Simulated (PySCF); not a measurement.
# What a mistake does to a calculation on B3CH4 cation

All numbers below are calculated, not measured. The program is PySCF 2.14.0, an open-source quantum chemistry code, run on an isolated molecule that a program drew, which may never have been made. The molecule is B3CH4 cation (charge +1, singlet), drawn as the SMILES string `B[B+]B=C`.

Each row is a Hartree-Fock (HF) and frozen-core CCSD(T) single point in the cc-pVDZ basis, meant for a local HF minimum. Run 1 is clean. Each other run has one planted mistake out of seven kinds, and not every kind appears here: one electron removed, one electron added, multiplicity raised by two, geometry at a saddle point, minimal basis STO-3G, one bond length entered in bohr, all coordinates scaled. The reference is restricted for singlets and unrestricted otherwise, and also for a bond in bohr. Adding or removing an electron swaps singlet and doublet. Electrons count all cores. HOMO and LUMO are orbital energies over both spins, the gradient is its largest component, and the lowest frequency (negative if imaginary) is given only where the gradient is small. Bond lengths are over the 7 bonds as drawn. T1 is the CCSD diagnostic: over 0.02 (restricted) or 0.045 (unrestricted) a single reference is doubtful.

Geometry of the clean run:
```xyz
8
B3CH4 cation, angstrom
B    -0.0447   -0.5260    0.7979
B     0.9398    0.4243   -0.2199
B     1.8741    1.3258   -1.1858
C     2.6830    2.1057   -2.0221
H     0.3668   -1.5844    1.1552
H    -1.1091   -0.0982    1.1158
H     2.3690    3.0808   -2.3861
H     3.6656    1.7746   -2.3491
```

| run | electrons | basis functions | <S^2> | HOMO (eV) | LUMO (eV) | gradient (hartree/bohr) | lowest frequency (cm^-1) | mean bond (Å) | longest bond (Å) | T1 | HF (hartree) | CCSD(T) (hartree) | mistake |
|---|---|---|---|---|---|---|---|---|---|---|---|---|---|
| 1 | 24 | 76 | 0.000 | -14.75 | -6.18 | 2.1e-05 | 122 | 1.3256 | 1.705 | 0.0232 | -113.84203 | -114.23778 | no fault |
| 2 | 24 | 24 | 0.000 | -13.61 | -3.83 | 2.4e-02 | - | 1.3256 | 1.705 | 0.0207 | -112.45808 | -112.67761 | minimal basis STO-3G |
| 3 | 24 | 76 | 1.438 | -15.04 | -5.86 | 3.0e-02 | - | 1.4770 | 2.250 | 0.0804 | -113.74031 | -114.11526 | one bond length entered in bohr |
| 4 | 24 | 76 | 2.010 | -14.49 | -6.36 | 4.8e-02 | - | 1.3256 | 1.705 | 0.0142 | -113.83749 | -114.19097 | multiplicity raised by two |
| 5 | 25 | 76 | 0.906 | -8.16 | 0.16 | 3.0e-02 | - | 1.3256 | 1.705 | 0.0363 | -114.10599 | -114.50935 | ? |

**Which mistake was planted in run 5, and what did it cost?**

It counts 25 electrons, one more than the clean run, at the same geometry and basis. So the mistake is: one electron added. Subtracting run 1 and multiplying by 627.51 kcal/mol a hartree, the energy moved by -165.6 kcal/mol in HF and -170.4 kcal/mol in CCSD(T).

Cautions from the logs. Run 1: T1 is over the limit, so its CCSD(T) energy is less reliable; run 2: T1 is over the limit, so its CCSD(T) energy is less reliable; run 3: T1 is over the limit, so its CCSD(T) energy is less reliable.
